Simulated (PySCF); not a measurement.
C4H10BCl, singlet, at a GFN2-xTB geometry; CASSCF(10,9)/STO-3G in PySCF.

Input for PySCF:
```python
from pyscf import gto, scf, mcscf
import numpy

mol = gto.M(
    atom='''
B    -0.17728036    0.24254464   -0.98619784
Cl    1.38283111   -0.01357275   -1.57708456
H    -0.98339501    0.65769805   -1.73279670
C    -0.53685197   -0.01062002    0.55135533
C    -1.93843319   -0.62452094    0.69728517
C     0.47038430   -0.90793427    1.28238274
C    -0.54498317    1.37082702    1.24051671
H    -2.19663130   -0.72958953    1.74944328
H    -1.97449778   -1.60875060    0.23590209
H    -2.68632367    0.00369486    0.21996987
H     0.49692892   -1.89845444    0.83302417
H     1.47126098   -0.48570746    1.23346854
H     0.19356376   -1.01444029    2.32986398
H     0.43751600    1.83455194    1.18703604
H    -1.26506881    2.03461447    0.76763956
H    -0.81577614    1.25788564    2.28863634
''',
    basis='sto-3g',
    verbose=4,
)

mf = scf.RHF(mol)
mf.kernel()
mc = mcscf.CASSCF(mf, 9, 10)
mc.fix_spin_(ss=0.0)
mc.kernel()
occ = numpy.linalg.eigvalsh(mc.fcisolver.make_rdm1(mc.ci, mc.ncas, mc.nelecas))[::-1]
ss = mc.fcisolver.spin_square(mc.ci, mc.ncas, mc.nelecas)[0]
print('natural occupations', occ.round(4), ' <S^2>', round(ss, 4))
```

Task: What does PySCF print? Leave out banner, timings and long lists.

Result: 
```
PySCF version 2.14.0

[INPUT] verbose = 4
[INPUT] num. atoms = 16
[INPUT] num. electrons = 56
[INPUT] charge = 0
[INPUT] spin (= nelec alpha-beta = 2S) = 0
[INPUT] symmetry False subgroup None
[INPUT] Mole.unit = angstrom
[INPUT] Symbol           X                Y                Z      unit          X                Y                Z       unit  Magmom
[...]
nuclear repulsion = 285.359841145882
number of shells = 30
number of NR pGTOs = 132
number of NR cGTOs = 44
basis = sto-3g
ecp = {}

******** <class 'pyscf.scf.hf.RHF'> ********
method = RHF
initial guess = minao
damping factor = 0
level_shift factor = 0
DIIS = <class 'pyscf.scf.diis.CDIIS'>
diis_start_cycle = 1
diis_space = 8
diis_damp = 0
SCF conv_tol = 1e-09
SCF conv_tol_grad = None
SCF max_cycles = 50
direct_scf = True
direct_scf_tol = 1e-13
Set gradient conv threshold to 3.16228e-05
Initial guess from minao.
init E= -635.099958210211
[...]
cycle= 1 E= -634.401923279107  delta_E= 0.698  |g|= 0.331  |ddm|= 4.52
[...]
cycle= 2 E= -634.452438415487  delta_E= -0.0505  |g|= 0.0789  |ddm|= 0.685
[...]
cycle= 3 E= -634.455333233392  delta_E= -0.00289  |g|= 0.0196  |ddm|= 0.157
[...]
cycle= 4 E= -634.455530522562  delta_E= -0.000197  |g|= 0.00192  |ddm|= 0.0469
[...]
cycle= 5 E= -634.455533718386  delta_E= -3.2e-06  |g|= 0.000594  |ddm|= 0.00509
[...]
cycle= 6 E= -634.455534025005  delta_E= -3.07e-07  |g|= 0.000162  |ddm|= 0.00172
[...]
cycle= 7 E= -634.455534048208  delta_E= -2.32e-08  |g|= 2.68e-05  |ddm|= 0.000533
[...]
cycle= 8 E= -634.455534048894  delta_E= -6.86e-10  |g|= 6.06e-06  |ddm|= 8.48e-05
[...]
Extra cycle  E= -634.455534048926  delta_E= -3.23e-11  |g|= 2.64e-06  |ddm|= 1.25e-05
converged SCF energy = -634.455534048926

******** <class 'pyscf.mcscf.mc1step.CASSCF'> ********
CAS (5e+5e, 9o), ncore = 23, nvir = 12
max_cycle_macro = 50
max_cycle_micro = 4
conv_tol = 1e-07
conv_tol_grad = None
orbital rotation max_stepsize = 0.02
orbital rotation threshold for CI restart = 0.01
augmented hessian ah_max_cycle = 30
augmented hessian ah_conv_tol = 1e-12
augmented hessian ah_linear dependence = 1e-14
augmented hessian ah_level shift = 1e-08
augmented hessian ah_start_tol = 2.5
augmented hessian ah_start_cycle = 3
augmented hessian ah_grad_trust_region = 3
kf_trust_region = 3
kf_interval = 4
ci_response_space = 4
ci_grad_trust_region = 3
with_dep4 0
natorb = False
canonicalization = True
sorting_mo_energy = False
ao2mo_level = 2
internal_rotation = False
******** <class 'pyscf.fci.addons.SpinPenaltyFCISolver'> ********
max. cycles = 50
conv_tol = 1e-08
davidson only = True
linear dependence = 1e-12
level shift = 0.001
max iter space = 12
nroots = 1
pspace_size = 400
spin = None
CASCI E = -634.464808090494  S^2 = 0.0000000
Set conv_tol_grad to 0.000316228
macro iter   1 ( 21 JK    4 micro), CASSCF E = -634.475814434044  dE = -1.10063435e-02  S^2 = 0.0000000
               |grad[o]|=0.00978  |grad[c]|=0.0345  |ddm|=0.091  |maxRot[o]|=0.228
macro iter   2 ( 21 JK    4 micro), CASSCF E = -634.489892515713  dE = -1.40780817e-02  S^2 = 0.0000000
               |grad[o]|=0.0204  |grad[c]|=0.107  |ddm|=0.0325  |maxRot[o]|=0.213
macro iter   3 ( 21 JK    4 micro), CASSCF E = -634.497071001622  dE = -7.17848591e-03  S^2 = 0.0000000
               |grad[o]|=0.0186  |grad[c]|=0.081  |ddm|=0.0248  |maxRot[o]|=0.113
macro iter   4 ( 17 JK    4 micro), CASSCF E = -634.503125127812  dE = -6.05412619e-03  S^2 = 0.0000000
               |grad[o]|=0.0123  |grad[c]|=0.0466  |ddm|=0.0439  |maxRot[o]|=0.177
macro iter   5 ( 21 JK    4 micro), CASSCF E = -634.507694826144  dE = -4.56969833e-03  S^2 = 0.0000000
               |grad[o]|=0.0104  |grad[c]|=0.0242  |ddm|=0.0112  |maxRot[o]|=0.163
macro iter   6 ( 21 JK    4 micro), CASSCF E = -634.509154143618  dE = -1.45931747e-03  S^2 = 0.0000000
               |grad[o]|=0.00956  |grad[c]|=0.0261  |ddm|=0.0111  |maxRot[o]|=0.0769
macro iter   7 ( 21 JK    4 micro), CASSCF E = -634.510350080525  dE = -1.19593691e-03  S^2 = 0.0000000
               |grad[o]|=0.00867  |grad[c]|=0.022  |ddm|=0.00502  |maxRot[o]|=0.0512
macro iter   8 ( 17 JK    4 micro), CASSCF E = -634.511802100527  dE = -1.45202000e-03  S^2 = 0.0000000
               |grad[o]|=0.00726  |grad[c]|=0.0418  |ddm|=0.00448  |maxRot[o]|=0.0738
macro iter   9 (  7 JK    2 micro), CASSCF E = -634.513135353949  dE = -1.33325342e-03  S^2 = 0.0000000
               |grad[o]|=0.00568  |grad[c]|=0.0269  |ddm|=0.00585  |maxRot[o]|=0.0696
macro iter  10 ( 17 JK    4 micro), CASSCF E = -634.513706275425  dE = -5.70921476e-04  S^2 = 0.0000000
               |grad[o]|=0.00429  |grad[c]|=0.0326  |ddm|=0.00571  |maxRot[o]|=0.102
macro iter  11 (  7 JK    2 micro), CASSCF E = -634.514455761508  dE = -7.49486083e-04  S^2 = 0.0000000
               |grad[o]|=0.00416  |grad[c]|=0.0123  |ddm|=0.00598  |maxRot[o]|=0.0569
macro iter  12 (  7 JK    2 micro), CASSCF E = -634.514959172575  dE = -5.03411067e-04  S^2 = 0.0000000
               |grad[o]|=0.00535  |grad[c]|=0.0115  |ddm|=0.00446  |maxRot[o]|=0.0637
macro iter  13 (  7 JK    2 micro), CASSCF E = -634.515409359135  dE = -4.50186561e-04  S^2 = 0.0000000
               |grad[o]|=0.00692  |grad[c]|= 0.02  |ddm|=0.00609  |maxRot[o]|=0.0697
macro iter  14 (  7 JK    2 micro), CASSCF E = -634.515857070038  dE = -4.47710903e-04  S^2 = 0.0000000
               |grad[o]|=0.00719  |grad[c]|=0.0236  |ddm|=0.00638  |maxRot[o]|=0.0689
macro iter  15 (  7 JK    2 micro), CASSCF E = -634.516274038506  dE = -4.16968468e-04  S^2 = 0.0000000
               |grad[o]|=0.00621  |grad[c]|=0.0226  |ddm|=0.00589  |maxRot[o]|=0.0693
macro iter  16 (  7 JK    2 micro), CASSCF E = -634.516581994680  dE = -3.07956175e-04  S^2 = 0.0000000
               |grad[o]|=0.00457  |grad[c]|=0.0192  |ddm|=0.0043  |maxRot[o]|=0.0696
macro iter  17 (  7 JK    2 micro), CASSCF E = -634.516782608230  dE = -2.00613550e-04  S^2 = 0.0000000
               |grad[o]|=0.00315  |grad[c]|=0.0155  |ddm|=0.00338  |maxRot[o]|=0.0697
macro iter  18 (  7 JK    2 micro), CASSCF E = -634.516903614899  dE = -1.21006669e-04  S^2 = 0.0000000
               |grad[o]|=0.00176  |grad[c]|=0.0131  |ddm|=0.00366  |maxRot[o]|=0.0697
macro iter  19 (  7 JK    2 micro), CASSCF E = -634.516942364224  dE = -3.87493250e-05  S^2 = 0.0000000
               |grad[o]|=0.000671  |grad[c]|=0.00308  |ddm|=0.00187  |maxRot[o]|=0.0435
macro iter  20 (  7 JK    2 micro), CASSCF E = -634.516954884071  dE = -1.25198474e-05  S^2 = 0.0000000
               |grad[o]|=0.000379  |grad[c]|=0.000496  |ddm|=0.000649  |maxRot[o]|=0.0331
macro iter  21 (  7 JK    2 micro), CASSCF E = -634.516965990575  dE = -1.11065035e-05  S^2 = 0.0000000
               |grad[o]|=0.000272  |grad[c]|=0.000336  |ddm|=0.000604  |maxRot[o]|=0.0305
macro iter  22 (  7 JK    2 micro), CASSCF E = -634.516979569792  dE = -1.35792169e-05  S^2 = 0.0000000
               |grad[o]|=0.000345  |grad[c]|=0.000629  |ddm|=0.000711  |maxRot[o]|=0.039
macro iter  23 (  7 JK    2 micro), CASSCF E = -634.517000114552  dE = -2.05447606e-05  S^2 = 0.0000000
               |grad[o]|=0.000363  |grad[c]|=0.0018  |ddm|=0.00121  |maxRot[o]|=0.0447
macro iter  24 (  7 JK    2 micro), CASSCF E = -634.517033519894  dE = -3.34053419e-05  S^2 = 0.0000000
               |grad[o]|=0.000454  |grad[c]|=0.00351  |ddm|=0.00195  |maxRot[o]|=0.0589
macro iter  25 (  7 JK    2 micro), CASSCF E = -634.517080200322  dE = -4.66804281e-05  S^2 = 0.0000000
               |grad[o]|=0.000634  |grad[c]|=0.00542  |ddm|=0.00289  |maxRot[o]|=0.066
macro iter  26 (  7 JK    2 micro), CASSCF E = -634.517131430824  dE = -5.12305015e-05  S^2 = 0.0000000
               |grad[o]|=0.000809  |grad[c]|=0.00471  |ddm|=0.00281  |maxRot[o]|=0.0674
macro iter  27 (  7 JK    2 micro), CASSCF E = -634.517173307182  dE = -4.18763585e-05  S^2 = 0.0000000
               |grad[o]|=0.000765  |grad[c]|=0.00224  |ddm|=0.00213  |maxRot[o]|=0.0612
macro iter  28 (  7 JK    2 micro), CASSCF E = -634.517195749040  dE = -2.24418576e-05  S^2 = 0.0000000
               |grad[o]|=0.000643  |grad[c]|=0.000241  |ddm|=0.000953  |maxRot[o]|=0.0427
macro iter  29 ( 12 JK    3 micro), CASSCF E = -634.517178930205  dE =  1.68188348e-05  S^2 = 0.0000000
               |grad[o]|=0.000593  |grad[c]|=0.000731  |ddm|=0.000969  |maxRot[o]|=0.0434
macro iter  30 ( 21 JK    4 micro), CASSCF E = -634.517177652768  dE =  1.27743760e-06  S^2 = 0.0000000
               |grad[o]|=0.00047  |grad[c]|=0.00175  |ddm|=0.00018  |maxRot[o]|=0.0112
macro iter  31 ( 13 JK    2 micro), CASSCF E = -634.517185313885  dE = -7.66111748e-06  S^2 = 0.0000000
               |grad[o]|=0.000224  |grad[c]|=0.000607  |ddm|=0.000123  |maxRot[o]|=0.0176
macro iter  32 (  7 JK    2 micro), CASSCF E = -634.517196010518  dE = -1.06966331e-05  S^2 = 0.0000000
               |grad[o]|=0.000177  |grad[c]|=0.000249  |ddm|=0.000252  |maxRot[o]|=0.021
macro iter  33 (  7 JK    2 micro), CASSCF E = -634.517208766433  dE = -1.27559146e-05  S^2 = 0.0000000
               |grad[o]|=0.0002  |grad[c]|=0.000151  |ddm|=0.000496  |maxRot[o]|=0.0338
macro iter  34 ( 10 JK    3 micro), CASSCF E = -634.517194072108  dE =  1.46943247e-05  S^2 = 0.0000000
               |grad[o]|=0.000261  |grad[c]|=0.000669  |ddm|=0.000857  |maxRot[o]|=0.0349
macro iter  35 ( 17 JK    4 micro), CASSCF E = -634.517202424192  dE = -8.35208334e-06  S^2 = 0.0000000
               |grad[o]|=0.000308  |grad[c]|=0.00145  |ddm|=0.000112  |maxRot[o]|=0.0155
macro iter  36 (  6 JK    1 micro), CASSCF E = -634.517211975296  dE = -9.55110465e-06  S^2 = 0.0000000
               |grad[o]|=0.000125  |grad[c]|=0.00248  |ddm|=0.000289  |maxRot[o]|=0.0303
macro iter  37 (  9 JK    3 micro), CASSCF E = -634.517200973232  dE =  1.10020640e-05  S^2 = 0.0000000
               |grad[o]|=0.000199  |grad[c]|=0.000679  |ddm|=0.000618  |maxRot[o]|=0.0343
macro iter  38 ( 21 JK    4 micro), CASSCF E = -634.517200476391  dE =  4.96841494e-07  S^2 = 0.0000000
               |grad[o]|=0.000335  |grad[c]|=0.0012  |ddm|=6.89e-05  |maxRot[o]|=0.00384
macro iter  39 ( 12 JK    2 micro), CASSCF E = -634.517205322631  dE = -4.84624070e-06  S^2 = 0.0000000
               |grad[o]|=0.000164  |grad[c]|=0.000379  |ddm|=6.57e-05  |maxRot[o]|=0.0111
macro iter  40 (  6 JK    1 micro), CASSCF E = -634.517211452673  dE = -6.13004124e-06  S^2 = 0.0000000
               |grad[o]|=0.000107  |grad[c]|=0.00152  |ddm|=0.00013  |maxRot[o]|=0.0199
macro iter  41 (  6 JK    1 micro), CASSCF E = -634.517214895249  dE = -3.44257683e-06  S^2 = 0.0000000
               |grad[o]|=0.000138  |grad[c]|=0.00153  |ddm|=0.000127  |maxRot[o]|=0.0174
macro iter  42 (  7 JK    1 micro), CASSCF E = -634.517216089731  dE = -1.19448146e-06  S^2 = 0.0000000
               |grad[o]|=0.000131  |grad[c]|=0.00096  |ddm|=8.75e-05  |maxRot[o]|=0.00892
macro iter  43 (  6 JK    1 micro), CASSCF E = -634.517216619324  dE = -5.29593535e-07  S^2 = 0.0000000
               |grad[o]|=0.000104  |grad[c]|=0.000642  |ddm|=6.39e-05  |maxRot[o]|=0.00542
macro iter  44 (  5 JK    1 micro), CASSCF E = -634.517216867395  dE = -2.48070364e-07  S^2 = 0.0000000
               |grad[o]|=6.44e-05  |grad[c]|=0.00044  |ddm|=4.11e-05  |maxRot[o]|=0.00342
macro iter  45 (  4 JK    1 micro), CASSCF E = -634.517216985433  dE = -1.18037974e-07  S^2 = 0.0000000
               |grad[o]|=4.4e-05  |grad[c]|=0.000303  |ddm|=3.06e-05  |maxRot[o]|=0.00225
macro iter  46 (  3 JK    1 micro), CASSCF E = -634.517217041574  dE = -5.61409479e-08  S^2 = 0.0000000
               |grad[o]|=3.13e-05  |grad[c]|=0.00021  |ddm|=2.05e-05  |maxRot[o]|=0.00147
1-step CASSCF converged in  46 macro (482 JK 111 micro) steps
CASSCF canonicalization
Density matrix diagonal elements [1.99299166 1.98491793 1.9827536  1.98350258 1.9842887  0.01189012
 0.01951124 0.01993553 0.02020864]
CASSCF energy = -634.517217041574
CASCI E = -634.517217041574  E(CI) = -21.6464301270014  S^2 = 0.0000000
natural occupations [1.999  1.9891 1.9844 1.9785 1.9781 0.0209 0.0201 0.0189 0.011 ]  <S^2> 0.0
```
